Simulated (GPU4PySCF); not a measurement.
Worked example: oscillator strength and radiative lifetime

azobenzene (C12H10N2), SMILES c1ccc(/N=N/c2ccccc2)cc1.

Coordinates come from a B3LYP-D3(BJ)/def2-TZVP optimisation. Other conformers were not sampled.

TDDFT-LC-ωPBE/def2-SVPD (GPU4PySCF) puts the first singlet state with f over 0.02 at 4.35 eV (vertical), with the transition dipole (0.087, 2.778, 0.000) in atomic units.

**Question.** Find the oscillator strength, the wavelength and the radiative lifetime that this transition would have in vacuum if emission retraced absorption.

**Answer.** 
|μ|² = 7.7249 au, so |μ| = 7.06 D. ΔE = 4.35/27.211 = 0.1599 hartree. f = (2/3) ΔE |μ|² = 0.823 (the program prints 0.824).
λ = 1239.84/4.35 = 285 nm; ν = 35085 cm⁻¹.
Einstein's coefficient A = 0.6670 ν² f s⁻¹ (ν in cm⁻¹) = 6.8e8 s⁻¹, so τ = 1/A = 1.5 ns. This state is S2; the lower singlet has f = 0.000. The figure is the radiative limit of this one transition; relaxation, internal conversion, crossing to triplets and a medium change what is measured.
